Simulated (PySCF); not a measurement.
# One molecule, several mistakes: BCClH4Si

Calculated results; nothing here was measured. They come from PySCF 2.14.0, an open-source quantum chemistry program, on an isolated molecule that a program drew, which may never have been made. The molecule is BCClH4Si (charge 0, singlet), drawn as the SMILES string `B[Si](=C)Cl`.

Each row is a Hartree-Fock (HF) and frozen-core CCSD(T) single point in the cc-pV(D+d)Z basis, meant for a local HF minimum. Run 1 is clean. Each other run has one planted mistake out of seven kinds, and not every kind appears here: one electron removed, one electron added, multiplicity raised by two, geometry at a saddle point, minimal basis STO-3G, one bond length entered in bohr, all coordinates scaled. The reference is restricted for singlets and unrestricted otherwise, and also for a bond in bohr. Adding or removing an electron swaps singlet and doublet. Electrons count all cores. HOMO and LUMO are orbital energies over both spins, the gradient is its largest component, and the lowest frequency (negative if imaginary) is given only where the gradient is small. Bond lengths are over the 7 bonds as drawn. T1 is the CCSD diagnostic: over 0.02 (restricted) or 0.045 (unrestricted) a single reference is doubtful.

Geometry of the clean run:
```xyz
8
BCClH4Si, angstrom
B    -1.4581    0.1883   -0.5979
Si   -1.1258    0.5902    1.3349
C    -0.7322   -0.6003    2.4742
Cl   -1.2823    2.5618    1.9190
H    -1.3688   -0.9526   -0.9460
H    -1.7360    1.0363   -1.3920
H    -0.5456   -0.4245    3.5267
H    -0.6547   -1.6320    2.1463
```

| run | electrons | basis functions | <S^2> | HOMO (eV) | LUMO (eV) | gradient (hartree/bohr) | lowest frequency (cm^-1) | mean bond (Å) | longest bond (Å) | T1 | HF (hartree) | CCSD(T) (hartree) | mistake |
|---|---|---|---|---|---|---|---|---|---|---|---|---|---|
| 1 | 46 | 94 | 0.000 | -8.64 | 0.31 | 3.4e-05 | 166 | 1.4740 | 2.062 | 0.0167 | -813.29179 | -813.80979 | no fault |
| 2 | 46 | 32 | 0.000 | -6.41 | 4.42 | 4.8e-02 | - | 1.4740 | 2.062 | 0.0136 | -804.23141 | -804.43117 | minimal basis STO-3G |
| 3 | 46 | 94 | 2.020 | -7.00 | -0.32 | 1.1e-01 | - | 1.4740 | 2.062 | 0.0148 | -813.25505 | -813.73919 | multiplicity raised by two |
| 4 | 46 | 94 | 1.288 | -8.26 | 0.72 | 5.5e-02 | - | 1.6119 | 2.062 | 0.0673 | -813.17024 | -813.66928 | ? |

**Which mistake was planted in run 4, and what did it cost?**

The mean bond changes by a factor of 1.094 and the longest by 1.000, so the molecule wasn't scaled as a whole. A length L in bohr read as angstrom grows by (1/0.5292 - 1) L = 0.890 L. The 7 bonds together grew by 7 x 0.1379 = 0.965 Å, which gives L = 1.085 Å. That is the length of one of the C-H bonds, 1.085 Å in the clean geometry. So the mistake is: one bond length entered in bohr. Subtracting run 1 and multiplying by 627.51 kcal/mol a hartree, the energy moved by 76.3 kcal/mol in HF and 88.2 kcal/mol in CCSD(T).

Cautions from the logs. Run 4: T1 is over the limit, so its CCSD(T) energy is less reliable.
